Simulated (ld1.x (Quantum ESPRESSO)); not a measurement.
**Which change was made? (N, TM)**

ld1.x (Quantum ESPRESSO) 7.5 input, shortened:

```
&input
   title='N', zed=7., rel=1, dft='PBE', iswitch=3,
   config='[He] 2s1.5 2p3.5 3d-2'
 /
 &inputp
   pseudotype=2, tm=.true., lloc=1,
   nlcc=.true., rcore=0.35
 /
3
2S  1  0   1.50   0.00  0.75  0.75  0.0
3D  3  2  -2.00   0.15  1.65  1.65  0.0
2P  2  1   3.50   0.00  1.55  1.55  0.0
 &test
   configts(1)='2s1.5 2p3.5'
 /
```

Cutoffs, loose and tight: the cutoffs (Ry, on a coarse ladder) from which the occupation-weighted sum of valence levels, in a spherical-Bessel basis at the reference potential, stays within 10 and 1 mRy of its value at 400 Ry. They do not see the model core or the augmentation charge, which bear on the density cutoff. Test errors are all-electron minus pseudo excitation energies from the reference, over the configurations 2s2 2p3; 2s2 2p2; 2s2 2p1; 2s1 2p4; 2s1 2p0; 2s2 2p3.3; 2s2 2p0; variants that change the core or the reference have their own tests.

The base gives: outcome: generated; cutoff, loose: 90 Ry; cutoff, tight: 160 Ry; bound ghosts: none; largest test error (meV): +1154.

(1) After one change the result is: outcome: generated; cutoff, loose: 90 Ry; cutoff, tight: 160 Ry; bound ghosts: none; largest test error (meV): +5133. Which change was it?
A. wave 2p (bound): rc 1.55 bohr becomes 2p (bound): rc 1.00 bohr
B. wave 2p (bound): rc 1.55 bohr becomes 2p (bound): rc 2.04 bohr
C. wave 2p (bound): rc 1.55 bohr becomes 2p (bound): rc 2.36 bohr

Answers

(1) C. The others give: wave 2p (bound): rc 1.55 bohr becomes 2p (bound): rc 2.04 bohr → outcome: generated; cutoff, loose: 90 Ry; cutoff, tight: 160 Ry; bound ghosts: none; largest test error (meV): +3099 | wave 2p (bound): rc 1.55 bohr becomes 2p (bound): rc 1.00 bohr → outcome: generated; cutoff, loose: 100 Ry; cutoff, tight: 200 Ry; bound ghosts: none; largest test error (meV): +264.
